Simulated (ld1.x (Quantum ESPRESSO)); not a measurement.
u(r) = r·R(r): atom against pseudo-atom (Ce)

Columns: radius, all-electron u(r) and pseudo u(r) of the 4f shell (level -5.42 eV) of cerium in the configuration [Kr] 4d10 4f1 5s2 5p6 5d1 6s2 6p0; PBEsol, scalar-relativistic, TM scheme, ld1.x (Quantum ESPRESSO) 7.5.

```tsv
r (bohr)	all-electron	pseudo
0.190	0.2088	0.0308
0.380	0.6648	0.3296
0.570	0.9104	0.8442
0.760	0.9471	1.0802
0.950	0.8813	0.9793
1.140	0.7811	0.8061
1.330	0.6769	0.6781
1.520	0.5795	0.5795
1.710	0.4927	0.4927
1.900	0.4174	0.4174
2.090	0.3531	0.3531
2.280	0.2987	0.2987
2.470	0.2530	0.2530
2.660	0.2148	0.2148
2.850	0.1828	0.1828
3.040	0.1561	0.1561
3.230	0.1337	0.1337
3.420	0.1149	0.1149
3.610	0.0990	0.0990
3.800	0.0856	0.0856
3.990	0.0741	0.0741
4.180	0.0642	0.0642
4.370	0.0558	0.0558
4.560	0.0485	0.0485
4.750	0.0423	0.0423
4.940	0.0368	0.0368
```

(1) How many radial nodes do the two functions have?

(2) At about which radius was the pseudo-wave matched?

(3) Is the pseudo-wave norm-conserving?

Answers

(1) The all-electron 4f function has n − l − 1 = 0; the pseudo-wave has 0.

(2) 1.50 bohr, where the columns begin to agree (steps of 0.19 bohr).

(3) Yes: the TM scheme keeps the norm inside the radius equal to the all-electron one, which fixes the energy derivative of the logarithmic derivative at the level.
